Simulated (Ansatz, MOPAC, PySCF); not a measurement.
Species: GeOF2, charge 0, multiplicity 1. SMILES: [O]=[Ge]([F])[F]
Coordinates optimised at B3LYP-D3(BJ)/def2-TZVP (Ansatz, a quantum-chemistry and plane-wave program):
```
Ge
O 1 1.6283
F 1 1.7138 2 129.39
F 1 1.7138 2 129.39 3 -180.00
```

Unscaled harmonic wavenumbers (cm⁻¹) in rising order, each level at the stationary point that it reaches from this structure (no distance between atoms moves by over 0.3 Å); the order of modes can differ between levels, and a negative number is imaginary. B3LYP-D3(BJ)/def2-TZVP (PySCF, at the structure above): 214, 225, 256, 716, 735, 995.

AM1 (MOPAC): 121, 181, 186, 713, 778, 812. Zero-point energy 4.0 against 4.5 kcal/mol; where all levels lie over 400 cm⁻¹, the wavenumbers are on average 0.957 times those of B3LYP-D3(BJ)/def2-TZVP.

PM3 (MOPAC): 181, 185, 227, 759, 789, 949. Zero-point energy 4.4 against 4.5 kcal/mol; where all levels lie over 400 cm⁻¹, the wavenumbers are on average 1.029 times those of B3LYP-D3(BJ)/def2-TZVP.

HF/6-31G* with LANL2DZ past Ar (Ansatz): 257, 302, 304, 804, 831, 1063. Zero-point energy 5.1 against 4.5 kcal/mol; where all levels lie over 400 cm⁻¹, the wavenumbers are on average 1.108 times those of B3LYP-D3(BJ)/def2-TZVP.

B3LYP/6-31G* with LANL2DZ past Ar (Ansatz): 214, 269, 272, 716, 749, 979. Zero-point energy 4.6 against 4.5 kcal/mol; where all levels lie over 400 cm⁻¹, the wavenumbers are on average 1.001 times those of B3LYP-D3(BJ)/def2-TZVP.
